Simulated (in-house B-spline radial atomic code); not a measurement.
TDHF excitations of the indium ion In⁺

Method: TDHF. Computed with an all-electron radial atomic-structure program (B-spline basis): linear response of the closed shell [Kr] 4d10 5s2 with bare exchange (time-dependent Hartree-Fock); scalar-relativistic (spin-free one-electron X2C), finite nucleus, no spin-orbit coupling, no double excitations, S, P, D and F terms only; shells from n = 3 respond. Only terms of natural parity with L up to 3 were computed.

Command:
```bash
python run_td.py task.json out
```
Settings (radii: box in bohr, nucleus in fm):
```
Z                        49
electrons                48
configuration            [Kr] 4d10 5s2
hamiltonian              x2c
method                   hf
box_radius               41.61
rms_radius               4.6156
intervals                74
```

Cost of the run: 1.5 s on 1 thread of AMD EPYC 9R45 96-Core Processor (Zen 5), on a shared host.

The lowest states, in the order of their Tamm-Dancoff energies; the method's threshold (minus the highest occupied level) is 17.291 eV. Labels give the largest channel, * marks a mixed state, and oscillator strengths are full-response dipole values. Measured ¹D terms are left out, since they can mix with doubly excited terms. Energies in eV:

```json
{"state": "5s → 5p 3P", "full response": "?", "Tamm-Dancoff": "?", "oscillator strength": "-", "measured (J-weighted term)": "?"}
{"state": "5s → 5p 1P", "full response": "?", "Tamm-Dancoff": "?", "oscillator strength": "?", "measured (J-weighted term)": "?"}
{"state": "5s → 6s 3S", "full response": "10.237", "Tamm-Dancoff": "10.257", "oscillator strength": "-", "measured (J-weighted term)": "11.645"}
{"state": "5s → 6s 1S", "full response": "10.835", "Tamm-Dancoff": "10.857", "oscillator strength": "-", "measured (J-weighted term)": "12.030"}
{"state": "5s → 5d 3D", "full response": "11.286", "Tamm-Dancoff": "11.295", "oscillator strength": "-", "measured (J-weighted term)": "12.674"}
{"state": "5s → 5d 1D", "full response": "11.687", "Tamm-Dancoff": "11.696", "oscillator strength": "-", "measured (J-weighted term)": "-"}
{"state": "5s → 6p 3P", "full response": "11.955", "Tamm-Dancoff": "11.979", "oscillator strength": "-", "measured (J-weighted term)": "13.409"}
{"state": "5s → 6p 1P", "full response": "12.257", "Tamm-Dancoff": "12.292", "oscillator strength": "0.00158", "measured (J-weighted term)": "13.611"}
{"state": "5s → 7s 3S", "full response": "13.553", "Tamm-Dancoff": "13.557", "oscillator strength": "-", "measured (J-weighted term)": "-"}
{"state": "5s → 7s 1S", "full response": "13.729", "Tamm-Dancoff": "13.737", "oscillator strength": "-", "measured (J-weighted term)": "-"}
{"state": "5s → 4f 3F", "full response": "13.843", "Tamm-Dancoff": "13.844", "oscillator strength": "-", "measured (J-weighted term)": "-"}
{"state": "5s → 4f 1F", "full response": "13.886", "Tamm-Dancoff": "13.886", "oscillator strength": "-", "measured (J-weighted term)": "-"}
{"state": "5s → 6d 3D", "full response": "13.960", "Tamm-Dancoff": "13.963", "oscillator strength": "-", "measured (J-weighted term)": "-"}
{"state": "5s → 6d 1D", "full response": "14.100", "Tamm-Dancoff": "14.104", "oscillator strength": "-", "measured (J-weighted term)": "-"}
{"state": "5s → 7p 3P", "full response": "14.239", "Tamm-Dancoff": "14.247", "oscillator strength": "-", "measured (J-weighted term)": "-"}
{"state": "5s → 7p 1P", "full response": "14.344", "Tamm-Dancoff": "14.355", "oscillator strength": "0.000797", "measured (J-weighted term)": "-"}
```

Problem. Where does 5s → 5p 3P lie?

Solution. At 3.605 eV in full response, 4.182 eV in Tamm-Dancoff; measured 5.531 eV.

Problem. Where does 5s → 5p 1P lie?

Solution. At 6.919 eV in full response, 7.194 eV in Tamm-Dancoff, oscillator strength 1.64; measured 7.816 eV.

Problem. How large is the singlet-triplet splitting of 5s → 5p (P terms) in Tamm-Dancoff?

Solution. 3.01 eV, from the unrounded values.

Problem. What polarisabilities and dispersion coefficient does the method give?

Solution. Dipole 29.63 bohr³, quadrupole 150.4 bohr⁵, C6 211.6 hartree·bohr⁶ for two such species.
